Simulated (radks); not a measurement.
Problem. Charge is removed step by step from the 2p down level of neutral magnesium, starting from [He] 2s2 2p(up 3, down 3) 3s2. Code: a radial shooting solver on a logarithmic mesh with Libxc functionals. Model: scalar-relativistic Kohn-Sham, LDA (Slater exchange, Perdew-Wang correlation), spin-polarised, spherical densities, finite nucleus; Fermi nuclear charge, rms radius 3.057 fm. At the starting occupation the eigenvalue is -46.726 eV. Estimate the energy to remove one whole electron from this level, the eigenvalue at the end, and how far E(n) bends from a straight line.

Solution. Delta-SCF 57.988 eV; final eigenvalue -69.902 eV; the deviation from the straight line is -2.901 eV at 0.5 electron removed, the largest on the grid computed. Slater's transition state (half an electron removed) gives 57.835 eV. Integrating minus the eigenvalue over the occupation (Janak's theorem) gives 57.994 eV. In this scalar-relativistic scheme the density is built from large components alone, so the theorem holds only approximately. The mean slope of the eigenvalue, de/dn, is 23.2 eV per electron.
